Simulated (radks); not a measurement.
Ir64+, configuration [Ne] 3s2 3p1.

Calculated with a radial shooting solver on a logarithmic mesh with Libxc functionals: Dirac Kohn-Sham, PW91, spin-unpolarised, spherical densities, finite nucleus; open shells fill j = l - 1/2 first; Fermi nuclear charge, rms radius 5.4032 fm.

Energy parts (hartree):
total: -12948.7598
kinetic: 15272.8412
electron-nucleus: -29151.3511
Hartree: 1090.5624
exchange-correlation: -160.8123

Orbitals (lengths in bohr, moments of r in powers of bohr; <r^-3> diverges for s and p1/2):
orbital  occ.  eigenvalue (hartree)      <r^2>      <r>       <r^4>  <r^-3>  small-component weight
1s1/2       2             -2994.732  0.0004191  0.01743   4.798e-07       -                8.50e-02
2s1/2       2             -680.3384   0.006185  0.07202  0.00006629       -                1.99e-02
2p1/2       2             -662.6924   0.004376  0.05932  0.00003921       -                1.99e-02
2p3/2       4             -601.1442   0.005495  0.06731  0.00005830   19340                1.79e-02
3s1/2       2             -277.1442    0.03476   0.1743    0.001776       -                7.87e-03
3p1/2       1             -270.8046    0.03099   0.1632    0.001473       -                7.79e-03
3p3/2       0             -254.2175    0.03545   0.1750    0.001901    5538                7.27e-03

The highest occupied level is 3p1/2 at -7369.0 eV. The density falls to 0.001 e/bohr^3 at r = 0.51 bohr. For comparison, the ionisation energy in NIST's Atomic Spectra Database is 7421 eV (theoretical). In exact Kohn-Sham theory the highest level is minus the ionisation energy, but local and semilocal functionals leave it too shallow, through self-interaction and a potential that decays too fast; potentials with the right tail come closer.

Beside tabulated values, note that spin-unpolarised runs miss the spin-polarisation part of the exchange energy of open shells.
